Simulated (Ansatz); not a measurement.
System: HGeOBr, charge 0, singlet. HGeOBr (SMILES [Ge]([OH])[Br]).
B3LYP-D3(BJ)/def2-TZVP minimum from Ansatz (an electronic-structure program):
```xyz
4

Ge    -0.0607    -0.7385     0.7806
Br     0.2826     1.1539    -0.6047
O     -0.8553    -1.7649    -0.4611
H     -1.1063    -2.6359    -0.1283
```
Charge 0, spin multiplicity 1.

Property: atomisation energy (electronic, to ground-state atoms), in kcal/mol. UHF or UKS for unpaired electrons; spin-orbit terms are left out. Cores are frozen in correlated methods (noble-gas shells, and filled d and f shells in the p block). No relativity. CBS(X,Y): correlation extrapolated as X^-3, Hartree-Fock from the larger set (Q,5: extrapolated as (X+1)exp(-9√X)). A bracket is a step between two methods taken in the basis named. Double hybrids freeze cores in their MP2 part. Where a partner has so few electrons that a lower coupled-cluster level is exact, that level stands in. Spin-orbit terms, left out, reach several kcal/mol for Br and I, and more for heavier atoms.

CCSD(T)/CBS(cc-pVQZ,cc-pV5Z) + [CCSDT(Q) - CCSD(T)]/cc-pVTZ (Ansatz) gives 298.2 kcal/mol.

**Question.** What does PBE/def2-TZVPD (Ansatz) give here, and how do the other levels compare?

**Answer.** PBE gives 305.4 kcal/mol, 7.2 kcal/mol above it. Differences of the others: r2SCAN/def2-TZVPD (Ansatz) 0.8; B3LYP/def2-TZVPD (Ansatz) -6.5; PBE0/def2-TZVPD (Ansatz) -6.4; wB97M-V/def2-TZVPD (Ansatz) -3.2; B2PLYP/def2-TZVPD (Ansatz) -6.1; CCSD(T)/CBS(cc-pVQZ,cc-pV5Z) (Ansatz) -0.4 kcal/mol.
